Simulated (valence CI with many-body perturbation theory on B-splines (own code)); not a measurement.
E1 line list for Mo35+

Computed by valence CI with perturbative core correlation (CI+MBPT): five valence electrons over a frozen Dirac-Fock core [He], radial functions for each j: 9 s, 9 p, 8 d, 6 f, 3 g, 1 h, with the one-electron correlation potential Σ1 (screened to all orders), the two-electron term Σ2, the three-electron term Σ3, Breit, model QED; selected single and double excitations, second order for the rest (own B-spline code, finite nucleus).

The last digits are not significant, and no measured levels were compared; by estimate large intervals hold to a few tenths of a per cent, small ones and those within an open d or f shell to about a per cent. Among the levels kept, up to 2000 cm⁻¹ of a level comes from second order outside the variational space, and about a tenth of that is noise between levels of different J, which matters for small intervals.

Lines 201 to 250 of 254 in falling wavelength, among levels below 3021.4 eV, chosen from the strongest by gf and those to the six lowest levels. Wavelengths and rates use the calculated energies. Electric multipoles are in the length gauge, E1 and E2 with the static RPA response of the core. Weak lines are less certain than strong ones. Lines between different terms over intervals too small for the method are left out, as are lines whose strength nearly cancels. The highest levels of a list are the least certain.

Levels are named by their leading jj configuration (3d3/2^4 stands for four electrons in 3d with j = 3/2), which in mixed levels can hold well under half, so a name can repeat and another be missing. Letters in brackets count levels of one name in rising energy.

| λ vac (Å) | Upper | Lower | A (s⁻¹) | S (a.u.) |
| --- | --- | --- | --- | --- |
| 4.406 | (2s^2 2p1/2 2p3/2 3d3/2) J=5/2 [b] | (2s^2 2p1/2 2p3/2^2) J=3/2 | 2.45e+13 | 6.21e-03 |
| 4.404 | (2s^2 2p1/2 2p3/2 3d3/2) J=3/2 [b] | (2s^2 2p1/2 2p3/2^2) J=3/2 | 2.01e+13 | 3.40e-03 |
| 4.400 | (2s^2 2p1/2 2p3/2 3d3/2) J=1/2 [b] | (2s^2 2p1/2 2p3/2^2) J=3/2 | 1.34e+13 | 1.13e-03 |
| 4.398 | (2s 2p1/2^2 2p3/2 3p1/2) J=3/2 [a] | (2s^2 2p1/2 2p3/2^2) J=5/2 | 8.32e+11 | 1.40e-04 |
| 4.395 | (2s 2p1/2^2 2p3/2 3p1/2) J=5/2 | (2s^2 2p1/2 2p3/2^2) J=5/2 | 1.07e+11 | 2.68e-05 |
| 4.392 | (2s^2 2p1/2 2p3/2 3d5/2) J=5/2 [b] | (2s^2 2p1/2 2p3/2^2) J=3/2 | 1.27e+14 | 3.18e-02 |
| 4.386 | (2s^2 2p1/2 2p3/2 3d5/2) J=3/2 [b] | (2s^2 2p1/2 2p3/2^2) J=3/2 | 3.42e+12 | 5.69e-04 |
| 4.381 | (2s^2 2p1/2 2p3/2 3d5/2) J=1/2 | (2s^2 2p1/2 2p3/2^2) J=3/2 | 6.53e+12 | 5.42e-04 |
| 4.374 | (2s 2p1/2^2 2p3/2 3p1/2) J=3/2 [a] | (2s^2 2p1/2 2p3/2^2) J=3/2 | 1.34e+11 | 2.21e-05 |
| 4.373 | (2s 2p1/2^2 2p3/2 3p3/2) J=3/2 | (2s^2 2p1/2 2p3/2^2) J=1/2 | 1.16e+11 | 1.92e-05 |
| 4.370 | (2s 2p1/2^2 2p3/2 3p1/2) J=5/2 | (2s^2 2p1/2 2p3/2^2) J=3/2 | 5.64e+12 | 1.39e-03 |
| 4.363 | (2s 2p1/2^2 2p3/2 3p3/2) J=1/2 | (2s^2 2p1/2 2p3/2^2) J=1/2 | 3.79e+11 | 3.11e-05 |
| 4.354 | (2s 2p1/2^2 2p3/2 3p1/2) J=3/2 [b] | (2s^2 2p1/2 2p3/2^2) J=1/2 | 1.22e+12 | 2.00e-04 |
| 4.351 | (2s 2p1/2^2 2p3/2 3p3/2) J=7/2 | (2s^2 2p1/2 2p3/2^2) J=5/2 | 5.32e+11 | 1.73e-04 |
| 4.350 | (2s 2p1/2^2 2p3/2 3p1/2) J=1/2 | (2s^2 2p1/2 2p3/2^2) J=1/2 | 2.17e+11 | 1.76e-05 |
| 4.330 | (2s 2p1/2^2 2p3/2 3p3/2) J=5/2 [a] | (2s^2 2p1/2 2p3/2^2) J=5/2 | 1.26e+11 | 3.02e-05 |
| 4.317 | (2s 2p1/2^2 2p3/2 3p3/2) J=3/2 | (2s^2 2p1/2 2p3/2^2) J=3/2 | 2.44e+12 | 3.87e-04 |
| 4.308 | (2s^2 2p3/2^2 3s) J=5/2 | (2s^2 2p1/2^2 2p3/2) J=3/2 | 1.33e+11 | 3.16e-05 |
| 4.307 | (2s 2p1/2^2 2p3/2 3p3/2) J=1/2 | (2s^2 2p1/2 2p3/2^2) J=3/2 | 6.09e+12 | 4.81e-04 |
| 4.306 | (2s 2p1/2^2 2p3/2 3p3/2) J=5/2 [a] | (2s^2 2p1/2 2p3/2^2) J=3/2 | 2.03e+12 | 4.80e-04 |
| 4.301 | (2s^2 2p3/2^2 3s) J=3/2 | (2s^2 2p1/2^2 2p3/2) J=3/2 | 3.95e+11 | 6.20e-05 |
| 4.300 | (2s^2 2p3/2^2 3d3/2) J=3/2 | (2s^2 2p1/2 2p3/2^2) J=1/2 | 5.71e+12 | 8.97e-04 |
| 4.298 | (2s^2 2p3/2^2 3d3/2) J=1/2 | (2s^2 2p1/2 2p3/2^2) J=1/2 | 1.98e+12 | 1.55e-04 |
| 4.298 | (2s 2p1/2^2 2p3/2 3p1/2) J=3/2 [b] | (2s^2 2p1/2 2p3/2^2) J=3/2 | 2.97e+12 | 4.65e-04 |
| 4.295 | (2s 2p1/2^2 2p3/2 3p1/2) J=1/2 | (2s^2 2p1/2 2p3/2^2) J=3/2 | 4.64e+11 | 3.63e-05 |
| 4.291 | (2s^2 2p1/2 2p3/2 3d3/2) J=3/2 [a] | (2s^2 2p1/2^2 2p3/2) J=3/2 | 2.58e+13 | 4.03e-03 |
| 4.289 | (2s^2 2p1/2 2p3/2 3d3/2) J=5/2 [a] | (2s^2 2p1/2^2 2p3/2) J=3/2 | 1.52e+13 | 3.55e-03 |
| 4.288 | (2s^2 2p1/2 2p3/2 3d3/2) J=1/2 [a] | (2s^2 2p1/2^2 2p3/2) J=3/2 | 3.79e+12 | 2.95e-04 |
| 4.272 | (2s 2p1/2^2 2p3/2 3p3/2) J=5/2 [b] | (2s^2 2p1/2 2p3/2^2) J=5/2 | 2.41e+12 | 5.58e-04 |
| 4.270 | (2s^2 2p1/2 2p3/2 3d5/2) J=5/2 [a] | (2s^2 2p1/2^2 2p3/2) J=3/2 | 7.12e+13 | 1.64e-02 |
| 4.269 | (2s^2 2p3/2^2 3d5/2) J=7/2 | (2s^2 2p1/2 2p3/2^2) J=5/2 | 7.16e+12 | 2.20e-03 |
| 4.268 | (2s^2 2p3/2^2 3d3/2) J=3/2 | (2s^2 2p1/2 2p3/2^2) J=5/2 | 2.57e+13 | 3.95e-03 |
| 4.268 | (2s^2 2p1/2 2p3/2 3d5/2) J=3/2 [a] | (2s^2 2p1/2^2 2p3/2) J=3/2 | 1.01e+13 | 1.55e-03 |
| 4.268 | (2s^2 2p3/2^2 3d3/2) J=5/2 | (2s^2 2p1/2 2p3/2^2) J=5/2 | 6.87e+13 | 1.58e-02 |
| 4.263 | (2s^2 2p3/2^2 3s) J=1/2 | (2s^2 2p1/2^2 2p3/2) J=3/2 | 1.72e+12 | 1.32e-04 |
| 4.257 | (2s^2 2p1/2 2p3/2 3d3/2) J=5/2 [b] | (2s^2 2p1/2^2 2p3/2) J=3/2 | 8.06e+13 | 1.84e-02 |
| 4.255 | (2s^2 2p1/2 2p3/2 3d3/2) J=3/2 [b] | (2s^2 2p1/2^2 2p3/2) J=3/2 | 1.38e+14 | 2.10e-02 |
| 4.251 | (2s^2 2p1/2 2p3/2 3d3/2) J=1/2 [b] | (2s^2 2p1/2^2 2p3/2) J=3/2 | 1.66e+14 | 1.26e-02 |
| 4.249 | (2s 2p1/2^2 2p3/2 3p3/2) J=5/2 [b] | (2s^2 2p1/2 2p3/2^2) J=3/2 | 4.97e+12 | 1.13e-03 |
| 4.245 | (2s^2 2p3/2^2 3d3/2) J=3/2 | (2s^2 2p1/2 2p3/2^2) J=3/2 | 9.89e+13 | 1.49e-02 |
| 4.245 | (2s^2 2p3/2^2 3d3/2) J=5/2 | (2s^2 2p1/2 2p3/2^2) J=3/2 | 5.62e+13 | 1.27e-02 |
| 4.244 | (2s^2 2p3/2^2 3d3/2) J=1/2 | (2s^2 2p1/2 2p3/2^2) J=3/2 | 6.75e+13 | 5.09e-03 |
| 4.244 | (2s^2 2p1/2 2p3/2 3d5/2) J=5/2 [b] | (2s^2 2p1/2^2 2p3/2) J=3/2 | 2.17e+13 | 4.91e-03 |
| 4.238 | (2s^2 2p1/2 2p3/2 3d5/2) J=3/2 [b] | (2s^2 2p1/2^2 2p3/2) J=3/2 | 7.98e+11 | 1.20e-04 |
| 4.234 | (2s^2 2p1/2 2p3/2 3d5/2) J=1/2 | (2s^2 2p1/2^2 2p3/2) J=3/2 | 2.33e+12 | 1.75e-04 |
| 4.226 | (2s 2p1/2^2 2p3/2 3p1/2) J=3/2 [a] | (2s^2 2p1/2^2 2p3/2) J=3/2 | 1.52e+12 | 2.27e-04 |
| 4.223 | (2s 2p1/2^2 2p3/2 3p1/2) J=5/2 | (2s^2 2p1/2^2 2p3/2) J=3/2 | 3.99e+12 | 8.89e-04 |
| 4.174 | (2s 2p1/2^2 2p3/2 3p3/2) J=3/2 | (2s^2 2p1/2^2 2p3/2) J=3/2 | 2.96e+13 | 4.24e-03 |
| 4.164 | (2s 2p1/2^2 2p3/2 3p3/2) J=1/2 | (2s^2 2p1/2^2 2p3/2) J=3/2 | 6.02e+12 | 4.29e-04 |
| 4.163 | (2s 2p1/2^2 2p3/2 3p3/2) J=5/2 [a] | (2s^2 2p1/2^2 2p3/2) J=3/2 | 3.00e+13 | 6.41e-03 |
